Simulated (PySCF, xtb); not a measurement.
CH9NSi2, SMILES N[Si@H](C)[SiH3]. The values are those of a single conformer.

Harmonic wavenumbers (cm⁻¹) from GFN2-xTB (xtb) at its own minimum, in rising order: 24, 119, 128, 171, 182, 219, 423, 428, 449, 523, 606, 671, 723, 789, 797, 816, 825, 830, 832, 891, 1376, 1497, 1500, 1532, 2145, 2194, 2206, 2227, 3026, 3042, 3044, 3468, 3502.

Problem. What does PBE0-D3(BJ)/def2-SVP in PySCF 2.14.0 give at its own minimum? (An estimate is asked for; the answer gives what the named calculation found.)

Solution. 101, 126, 141, 156, 179, 253, 405, 450, 469, 505, 634, 693, 734, 807, 829, 877, 893, 912, 936, 939, 1259, 1425, 1430, 1551, 2195, 2201, 2208, 2212, 3055, 3160, 3168, 3596, 3692. Paired by order, the mean absolute difference is 50 cm⁻¹ and the zero-point energies are 58.9 and 60.3 kcal/mol.
